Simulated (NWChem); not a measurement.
System: H2PO3, doublet; SMILES O[P](=O)O

Excerpt of the output:

```
             Northwest Computational Chemistry Package (NWChem) 7.3.0
             --------------------------------------------------------

                             Geometry "geometry" -> ""
                             -------------------------

 Output coordinates in angstroms (scale by  1.889725989 to convert to a.u.)

  No.       Tag          Charge          X              Y              Z
 ---- ---------------- ---------- -------------- -------------- --------------
    1 O                    8.0000     0.76063100    -1.35758300     0.28252600
    2 P                   15.0000     0.12005500    -0.15788900    -0.32014800
    3 O                    8.0000    -1.41750600     0.17000700     0.15301000
    4 O                    8.0000     0.79956700     1.26043500     0.08021000
    5 H                    1.0000    -1.95621600    -0.63225000     0.19415500
    6 H                    1.0000     0.15234200     1.97961400     0.08158000

 Effective nuclear repulsion energy (a.u.)     181.7730540119

                                 NWChem DFT Module
                                 -----------------

 Summary of "ao basis" -> "ao basis" (spherical)
 ------------------------------------------------------------------------------
       Tag                 Description            Shells   Functions and Types
 ---------------- ------------------------------  ------  ---------------------
 O                           6-31g*                  6       14   3s2p1d
 P                           6-31g*                  8       18   4s3p1d
 H                           6-31g*                  2        2   2s

 in cosmo_initialize ...
 calling solv_data for solv:dioxane

 solvent parameters
 solvname_short: dioxane
 solvname_long:  1,4-dioxane
 dielec:        2.2099
 dielecinf:     2.0232
 nonaqueous SMD model solvent descriptors
 dielec:        2.2099
 sola:          0.0000
 solb:          0.6400
 solc:          0.0000
 solg:         47.1400
 solh:          0.0000
 soln:          1.4224

          ---------------
          -cosmo- solvent
          ---------------
 Cosmo: York-Karplus, doi: 10.1021/jp992097l
 dielectric constant -eps-     =   2.21
 screen = (eps-1)/(eps    )    =   0.54749
 surface charge correction     = lagrangian

   van der Waals surface
 --------------------------

[...]

                                COSMO-SMD solvation results
                                ---------------------------

             internal energy in gas <Psi(g)|H|Psi(g)> =      -568.094515939883
         internal energy in solvent <Psi(s)|H|Psi(s)> =      -568.094146684908
                               delta internal energy  =         0.000369254975 (    0.23 kcal/mol)
   total free energy in solvent <Psi(s)|H+V/2|Psi(s)> =      -568.100866459913
 polarization energy contribution <Psi(s)|V/2|Psi(s)> =        -0.006719775005 (   -4.22 kcal/mol)
    total free energy in solvent including G(SMD-CDS) =      -568.104288748721
                       G(SMD-CDS) energy contribution =        -0.003422288809 (   -2.15 kcal/mol)
     1 M fixed-concentration free energy of solvation =        -0.009772808838 (   -6.13 kcal/mol)

                    DFT Final Alpha Molecular Orbital Analysis
                    ------------------------------------------

 Vector   19  Occ=1.000000D+00  E=-4.086500D-01
              MO Center=  5.0D-01, -7.5D-01,  1.4D-01, r^2= 2.1D+00
   Bfn.  Coefficient  Atom+Function         Bfn.  Coefficient  Atom+Function
  ----- ------------  ---------------      ----- ------------  ---------------
     5      0.377292  1 O  pz                 4      0.360688  1 O  py
     9      0.280367  1 O  pz                 8      0.242958  1 O  py
    51     -0.233783  4 O  pz                37     -0.192634  3 O  pz
    55     -0.185264  4 O  pz                23      0.165919  2 P  pz
    41     -0.157057  3 O  pz                50      0.108186  4 O  py

 Vector   20  Occ=1.000000D+00  E=-3.927540D-01
              MO Center=  4.1D-01, -9.7D-01,  1.9D-01, r^2= 1.8D+00
   Bfn.  Coefficient  Atom+Function         Bfn.  Coefficient  Atom+Function
  ----- ------------  ---------------      ----- ------------  ---------------
     3      0.522736  1 O  px                 7      0.377253  1 O  px
    35      0.176176  3 O  px                36     -0.175749  3 O  py
     4      0.169984  1 O  py                40     -0.136589  3 O  py
    39      0.135825  3 O  px                 8      0.132023  1 O  py
    25      0.126142  2 P  px                50      0.106115  4 O  py

 Vector   21  Occ=1.000000D+00  E=-2.936827D-01
              MO Center=  1.3D-01, -2.1D-01, -4.6D-01, r^2= 2.3D+00
   Bfn.  Coefficient  Atom+Function         Bfn.  Coefficient  Atom+Function
  ----- ------------  ---------------      ----- ------------  ---------------
    24      0.584463  2 P  s                 23     -0.445587  2 P  pz
     5      0.334384  1 O  pz                20      0.284870  2 P  s
     9      0.277915  1 O  pz                37      0.216330  3 O  pz
    51      0.216373  4 O  pz                41      0.199518  3 O  pz
    55      0.197973  4 O  pz                52     -0.174163  4 O  s

 Vector   22  Occ=0.000000D+00  E= 9.497583D-02
              MO Center= -2.2D-02,  2.0D-02, -2.9D-01, r^2= 4.0D+00
   Bfn.  Coefficient  Atom+Function         Bfn.  Coefficient  Atom+Function
  ----- ------------  ---------------      ----- ------------  ---------------
    25      0.724071  2 P  px                52     -0.714366  4 O  s
    64      0.555826  6 H  s                 38      0.549154  3 O  s
    21      0.418473  2 P  px                26      0.332119  2 P  py
    62     -0.324058  5 H  s                  7     -0.277391  1 O  px
    40     -0.255391  3 O  py                 3     -0.218263  1 O  px

[...]
```

Level: M06-2X/6-31G* (spherical d), spin-unrestricted, SMD on the gas-phase geometry. Coordinates come from a PBE0/def2-SVP, spin-unrestricted optimisation. No stability test was run on the SCF state. Solvent: 1,4-dioxane.

Reconstruct the input file.

One answer among several that fit: the input that was run:
```
start job
memory heap 200 mb stack 900 mb global 1100 mb
geometry units angstroms noautosym nocenter noautoz
  O      0.760631    -1.357583     0.282526
  P      0.120055    -0.157889    -0.320148
  O     -1.417506     0.170007     0.153010
  O      0.799567     1.260435     0.080210
  H     -1.956216    -0.632250     0.194155
  H      0.152342     1.979614     0.081580
end
basis spherical
  O library 6-31g*
  P library 6-31g*
  H library 6-31g*
end
dft
  odft
  mult 2
  xc m06-2x
  iterations 150
end
cosmo
  do_cosmo_smd true
  solvent dioxane
end
task dft energy
```
